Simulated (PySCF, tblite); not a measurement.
Isomers of [C5H8PSi]- (charge -1). Calculated harmonic vibrations of the isolated species, GFN2-xTB (tblite), most abundant isotopes, no scaling. This tight-binding method is rough: wavenumbers can miss measured ones by several per cent, in bad cases by 10 to 20. Modes of hydrogen on silicon can be 10 to 20 % off. One conformer each.

Electronic energies: PBE0/pcSseg-1 single points on the GFN2-xTB geometries (PySCF, gas phase).

| SMILES | electronic energy, lowest = 0 (kcal/mol) |
| --- | --- |
| Cc1c[p-]c([SiH3])c1 | 0.0 |
| Cc1ccc([SiH3])[p-]1 | 0.1 |
| Cc1c[p-]cc1[SiH3] | 1.5 |

Problem. How do GFN2-xTB zero-point energies change the relative energies?

Solution. 
| SMILES | ZPE (kcal/mol) | of it from modes above 1550 cm⁻¹ | electronic (kcal/mol) | with ZPE, lowest = 0 (kcal/mol) | lowest mode (cm⁻¹) | rings |
| --- | --- | --- | --- | --- | --- | --- |
| Cc1c[p-]c([SiH3])c1 | 65.3 | 30.2 | 0.0 | 0.0 | 6 | 1 |
| Cc1ccc([SiH3])[p-]1 | 65.3 | 30.1 | 0.1 | 0.2 | 54 | 1 |
| Cc1c[p-]cc1[SiH3] | 65.5 | 30.2 | 1.5 | 1.7 | 80 | 1 |

The zero-point energies span 0.2 kcal/mol, from `Cc1c[p-]c([SiH3])c1` to `Cc1c[p-]cc1[SiH3]`. The order is unchanged.

Problem. And how do the electronic energies of GFN2-xTB itself compare?

Solution. `Cc1c[p-]c([SiH3])c1` 3.2; `Cc1ccc([SiH3])[p-]1` 4.7; `Cc1c[p-]cc1[SiH3]` 0.0 kcal/mol, lowest = 0. Against the energies above, taken from the same isomer `Cc1c[p-]c([SiH3])c1`, the largest difference is 4.7 kcal/mol.
